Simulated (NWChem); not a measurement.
System: CH2ClF; SMILES FCCl

NWChem printed, in part:

```
             Northwest Computational Chemistry Package (NWChem) 7.3.0
             --------------------------------------------------------

                             Geometry "geometry" -> ""
                             -------------------------

 Output coordinates in angstroms (scale by  1.889725989 to convert to a.u.)

  No.       Tag          Charge          X              Y              Z
 ---- ---------------- ---------- -------------- -------------- --------------
    1 F                    9.0000     0.38919100     1.50579000     0.00000000
    2 C                    6.0000    -0.57154400     0.56504300     0.00000000
    3 Cl                  17.0000     0.13118600    -1.06286200     0.00000000
    4 H                    1.0000    -1.18506600     0.65982600     0.90784100
    5 H                    1.0000    -1.18506600     0.65982600    -0.90784100

 Effective nuclear repulsion energy (a.u.)     101.5275868794

                                 NWChem DFT Module
                                 -----------------

 Summary of "ao basis" -> "ao basis" (spherical)
 ------------------------------------------------------------------------------
       Tag                 Description            Shells   Functions and Types
 ---------------- ------------------------------  ------  ---------------------
 F                          def2-svp                 6       14   3s2p1d
 C                          def2-svp                 6       14   3s2p1d
 Cl                         def2-svp                 8       18   4s3p1d
 H                          def2-svp                 3        5   2s1p

 in cosmo_initialize ...

 solvent parameters
 solvname_short: unkn
 solvname_long:  unknown
 dielec:        1.5000

          ---------------
          -cosmo- solvent
          ---------------
 Cosmo: York-Karplus, doi: 10.1021/jp992097l
 dielectric constant -eps-     =   1.50
 screen = (eps-1)/(eps    )    =   0.33333
 surface charge correction     = lagrangian

   van der Waals surface
 --------------------------

 ---------- ATOMIC COORDINATES (A.U.) ------------ VDWR(ANG.) --
     1    0.73546435    2.84553050    0.00000000     1.720
     2   -1.08006155    1.06777644    0.00000000     2.000
     3    0.24790559   -2.00851794    0.00000000     2.050
     4   -2.23945002    1.24689034    1.71557073     1.300
     5   -2.23945002    1.24689034   -1.71557073     1.300
 number of segments per atom =         32
 number of   points per atom =         32
 atom (   nspa,  nppa )
 ----------------------
    1 (     20,     0 )       0
    2 (     14,     0 )       0
    3 (     24,     0 )       0
    4 (     15,     0 )       0
    5 (     15,     0 )       0
 number of -cosmo- surface points =       88
 molecular surface =     92.498 angstrom**2
 molecular volume  =     66.549 angstrom**3
 G(cav/disp)       =      1.322 kcal/mol
 -lineq- algorithm             =   0
 -bem- low  level              =   2
 -bem- from -octahedral-
 gaussian surface charge width =   4.50000
 degree of switching           =   1.00000
 switching function tolerance  =   0.00010
 atomic radii =
 --------------
    1  9.000  1.720
    2  6.000  2.000
    3 17.000  2.050
    4  1.000  1.300
    5  1.000  1.300
 ...... end of -cosmo- initialization ......

            General Information
            -------------------
          SCF calculation type: DFT
          Wavefunction type:  closed shell.
          No. of atoms     :     5
          No. of electrons :    34
           Alpha electrons :    17
            Beta electrons :    17
          Charge           :     0
          Spin multiplicity:     1
          Use of symmetry is: off; symmetry adaption is: off
          Maximum number of iterations: 150
          AO basis - number of functions:    56
                     number of shells:    26
          Convergence on energy requested:  1.00D-06
          Convergence on density requested:  1.00D-05
          Convergence on gradient requested:  5.00D-04

              XC Information
              --------------
                         B3LYP Method XC Potential
                     Hartree-Fock (Exact) Exchange  0.200
                        Slater Exchange Functional  0.800 local
                    Becke 1988 Exchange Functional  0.720 non-local
              Lee-Yang-Parr Correlation Functional  0.810
                  VWN I RPA Correlation Functional  0.190 local

[...]

                                   COSMO solvation results
                                   -----------------------

                 gas phase energy =      -599.098984359347
                 sol phase energy =      -599.100478658143
 (electrostatic) solvation energy =         0.001494298796 (    0.94 kcal/mol)

                       DFT Final Molecular Orbital Analysis
                       ------------------------------------

 Vector   15  Occ=2.000000D+00  E=-3.743565D-01
              MO Center=  6.0D-02,  4.4D-01,  4.6D-09, r^2= 2.4D+00
   Bfn.  Coefficient  Atom+Function         Bfn.  Coefficient  Atom+Function
  ----- ------------  ---------------      ----- ------------  ---------------
     4      0.353188  1 F  px                 5     -0.332253  1 F  py
    40      0.319322  3 Cl py                37      0.269573  3 Cl py
     7     -0.245349  1 F  px                 8      0.238398  1 F  py
    18      0.188822  2 C  px                39     -0.179408  3 Cl px
    19     -0.169660  2 C  py                34      0.153442  3 Cl py

 Vector   16  Occ=2.000000D+00  E=-3.198384D-01
              MO Center=  1.1D-01, -9.2D-01, -7.8D-09, r^2= 1.4D+00
   Bfn.  Coefficient  Atom+Function         Bfn.  Coefficient  Atom+Function
  ----- ------------  ---------------      ----- ------------  ---------------
    39      0.576288  3 Cl px                36      0.434929  3 Cl px
    40      0.259666  3 Cl py                33      0.251958  3 Cl px
    37      0.190913  3 Cl py                 5     -0.146998  1 F  py
    34      0.110600  3 Cl py                 8      0.104354  1 F  py
    22      0.070272  2 C  py                 3     -0.067816  1 F  s

 Vector   17  Occ=2.000000D+00  E=-3.020981D-01
              MO Center= -3.7D-02, -7.1D-01, -1.6D-08, r^2= 1.9D+00
   Bfn.  Coefficient  Atom+Function         Bfn.  Coefficient  Atom+Function
  ----- ------------  ---------------      ----- ------------  ---------------
    41      0.610455  3 Cl pz                38      0.446649  3 Cl pz
    35      0.258534  3 Cl pz                20     -0.184683  2 C  pz
    47     -0.181785  4 H  s                 52      0.181785  5 H  s
     6     -0.136017  1 F  pz                48     -0.100832  4 H  s
    53      0.100832  5 H  s                  9      0.096173  1 F  pz

 Vector   18  Occ=0.000000D+00  E= 4.048915D-02
              MO Center= -5.7D-01,  1.2D-02, -6.8D-09, r^2= 3.1D+00
   Bfn.  Coefficient  Atom+Function         Bfn.  Coefficient  Atom+Function
  ----- ------------  ---------------      ----- ------------  ---------------
    17      1.437908  2 C  s                 48     -0.767390  4 H  s
    53     -0.767390  5 H  s                 40     -0.701373  3 Cl py
    22     -0.594702  2 C  py                32     -0.586868  3 Cl s
    16      0.409492  2 C  s                 19     -0.411425  2 C  py
    39      0.352054  3 Cl px                37     -0.225766  3 Cl py

 Vector   19  Occ=0.000000D+00  E= 8.118191D-02
              MO Center= -8.9D-01,  4.4D-01,  1.7D-08, r^2= 3.5D+00
   Bfn.  Coefficient  Atom+Function         Bfn.  Coefficient  Atom+Function
  ----- ------------  ---------------      ----- ------------  ---------------
    17      1.256440  2 C  s                 48     -1.223957  4 H  s
    53     -1.223957  5 H  s                 21     -0.937509  2 C  px
    40      0.433476  3 Cl py                18     -0.407434  2 C  px
    22      0.302314  2 C  py                19      0.245470  2 C  py
    32      0.235094  3 Cl s                 31      0.232524  3 Cl s

 Vector   20  Occ=0.000000D+00  E= 1.093625D-01
              MO Center= -1.3D+00,  6.6D-01, -9.1D-09, r^2= 3.6D+00
   Bfn.  Coefficient  Atom+Function         Bfn.  Coefficient  Atom+Function
  ----- ------------  ---------------      ----- ------------  ---------------
    48      1.604402  4 H  s                 53     -1.604402  5 H  s
    23     -1.175773  2 C  pz                20     -0.436743  2 C  pz
     9      0.142540  1 F  pz                41      0.116343  3 Cl pz
    47      0.095765  4 H  s                 52     -0.095765  5 H  s
     6     -0.081858  1 F  pz                43     -0.058135  3 Cl d -1

     Multipole analysis of the density
     ---------------------------------

     L   x y z        total         alpha         beta         nuclear
     -   - - -        -----         -----         ----         -------
     0   0 0 0     -0.000000    -17.000000    -17.000000     34.000000

     1   1 0 0     -0.714722     -0.294514     -0.294514     -0.125695
     1   0 1 0      0.157198     -0.104106     -0.104106      0.365409
     1   0 0 1      0.000000      0.000000      0.000000      0.000000

     2   2 0 0    -16.656463    -19.799438    -19.799438     22.942413
     2   1 1 0     -1.287306      0.423294      0.423294     -2.133895
     2   1 0 1     -0.000000     -0.000000     -0.000000      0.000000
     2   0 2 0    -18.935454    -85.169826    -85.169826    151.404198
     2   0 1 1     -0.000000     -0.000000     -0.000000      0.000000
     2   0 0 2    -16.980086    -11.433226    -11.433226      5.886366
```

Level: B3LYP/def2-SVP, COSMO on the gas-phase geometry. Geometry: optimised at PBE0/def2-SVP. COSMO prints the solvation energy as gas minus solution, so a positive value is a stabilisation.

Problem. Reconstruct the input file.

Solution. One answer among several that fit: the input that was run:
```
start job
memory heap 200 mb stack 900 mb global 1100 mb
geometry units angstroms noautosym nocenter noautoz
  F      0.389191     1.505790     0.000000
  C     -0.571544     0.565043     0.000000
  Cl     0.131186    -1.062862     0.000000
  H     -1.185066     0.659826     0.907841
  H     -1.185066     0.659826    -0.907841
end
basis spherical
  * library def2-svp
end
dft
  xc b3lyp
  iterations 150
end
cosmo
  dielec 1.5
end
task dft energy
```
